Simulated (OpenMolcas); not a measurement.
## 4s² 4p along the 31-electron sequence

```
Program             : OpenMolcas
Method              : SS-CASPT2, IPEA 0.25 Eh, imaginary shift 0.1 Eh
Basis               : ANO-RCC-VTZP
Scalar Hamiltonian  : DKH2, point nucleus
Spin-orbit coupling : state interaction with AMFI integrals over the reference wave functions, term energies averaged over their components
```

Active space for each ion: 3 electrons in 8 orbitals (4s 4p 5s 5p); closed shells correlated by CASPT2: 3d.

Computed levels in cm-1 above ²P°_1/2:

```tsv
Level	Ga	Ge+	As2+	Se3+	Br4+	Kr5+
²P°_3/2	673	1526	2630	3920	5460	7290
weight of ²P° in the lowest level (%)	100	100	100	100	100	100
```

Measured, with the error of the calculation in %. Measured levels: Ga, Ge+ from NIST Handbook of Basic Atomic Spectroscopic Data; As2+, Se3+, Br4+ from Moore, Atomic Energy Levels, vol. II, NSRDS-NBS 35 (1971 reprint of NBS Circular 467, 1952); Kr5+ from Saloman, J. Phys. Chem. Ref. Data 36, 215 (2007).

| Level | Ga | Ge+ | As2+ | Se3+ | Br4+ | Kr5+ |
| --- | --- | --- | --- | --- | --- | --- |
| ²P°_3/2 | 826 (-18.6) | 1767 (-13.6) | 2940 (-10.7) | 4376 (-10.3) | 6090 (-10.4) | 8110 (-10.1) |

The fine-structure level ²P°_3/2 changes by a factor of 10.8 from Ga to Kr5+. Its fourth root runs 5.09, 6.25, 7.16, 7.91, 8.60, 9.24, with steps per unit of Z of 1.16, 0.91, 0.75, 0.68, 0.64; equal steps would mean a (Z - σ)^4 law with constant σ.

Over all roots computed the reference weight is 0.90 to 0.97 in Ge+, 0.88 to 0.99 in As2+, 0.88 to 0.99 in Se3+, 0.90 to 0.99 in Br4+, 0.90 to 0.99 in Kr5+; the roots of lowest weight are the least certain, and an intruder state may touch them. Some high roots are left out of the spin-orbit mixing, which shifts the levels that they would mix with (holds for Ga; Ge+). Active for correlation alone: 5p 5s; no level in the range computed is led by a configuration that fills them, so any true level of that kind is missing (holds for Ga; Br4+; Kr5+). The run also gave levels led by 4s² 5p, 4s² 5s, which use shells meant for correlation; these and all levels above them are left out (holds for Ge+). The run also gave levels led by 4s² 5p, which use shells meant for correlation; these and all levels above them are left out (holds for As2+; Se3+). Computed and measured levels are paired by configuration, term and J; levels that our copy of the source lacks, or whose pairing is in doubt (as where it misses far off the trend of its configuration), stay unpaired and out of the deviations. Levels of configurations outside the active space are missing.

° marks odd parity.
